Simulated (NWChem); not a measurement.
# Spin states of FS

```xyz
2

S      0.0000     0.0000     0.5862
F      0.0000     0.0000    -1.0421
```
Charge 0, spin multiplicity 2.

Program: NWChem. Structure: optimised with UB3LYP/def2-SVP, a minimum by its harmonic frequencies.

Basis set: def2-TZVP. The gap is E(quartet) − E(doublet) at the geometry of the doublet, so a negative value puts the higher spin lower. Open shells are unrestricted, coupled cluster uses restricted open-shell references. The quartet is the single determinant that the SCF runs reached, with unpaired electrons in orbitals of symmetry a1 and b1 and b2 (C2v labels); it need not be the lowest quartet, which in molecules with degenerate π orbitals can need several determinants.

Relative cost: rough, from shared machines, SCF included, B3LYP = 1.

The correlated methods keep 6 core orbitals frozen. B3LYP has NWChem's definition, with VWN1-RPA local correlation. The structure started from a generated list of species. The unpaired electrons of the parent sit in orbitals of symmetry b2 (C2v labels of the run); other states weren't searched. The stability of the SCF solutions was not checked. Open-shell Hartree-Fock references start from PBE0 orbitals; any time given for them includes that run. Coupled-cluster values serve here as a point of comparison, not as the truth.

| method | vertical doublet-quartet gap (kcal/mol) | relative cost |
|---|---|---|
| B3LYP | 58.5 | 1 |
| PBE | ___ | under 3 |
| r2SCAN | 53.3 | under 3 |
| TPSS | ___ | under 3 |
| HF | 51.1 | under 3 |
| B2PLYP | 57.9 | under 3 |
| MP2 | ___ | under 3 |
| CCSD(T) | 57.3 | 10 |

Task: What belongs in the gaps?

Result: 
- PBE, vertical doublet-quartet gap (kcal/mol): 54.9
- TPSS, vertical doublet-quartet gap (kcal/mol): 56.7
- MP2, vertical doublet-quartet gap (kcal/mol): 55.5
